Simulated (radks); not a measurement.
Effect of the nuclear size on the scandium ion Sc10+, [Ne] 3s1. Method: Dirac Kohn-Sham, exchange-only LDA, spin-unpolarised, spherical densities, finite nucleus; Fermi nuclear charge, rms radius 3.5459 fm; computed with a radial shooting solver on a logarithmic mesh with Libxc functionals. The rms radius is varied about that value; shifts are against it.

rms radius (fm)  total energy shift (eV)  density at nucleus (e/bohr^3)  1s1/2 shift (meV)  2s1/2 shift (meV)  2p1/2 shift (meV)  3s1/2 shift (meV)
3.1665                          -0.00781                           7229              -3.31             -0.277              0.038             -0.054
3.3438                          -0.00427                           7218              -1.81             -0.151              0.021             -0.029
3.5459                                 0                           7206              0.000              0.000              0.000              0.000
3.8048                           0.00582                           7192               2.47              0.206             -0.028              0.040
4.3047                            0.0182                           7167               7.70              0.644             -0.087              0.125

Slopes of the eigenvalues against <r^2> in GHz/fm^2, as finite differences over the two radii next to the reference (eigenvalue slopes, not the field-shift constants of lines): 1s1/2 313, 2s1/2 26.2, 2p1/2 -3.56, 3s1/2 5.07.
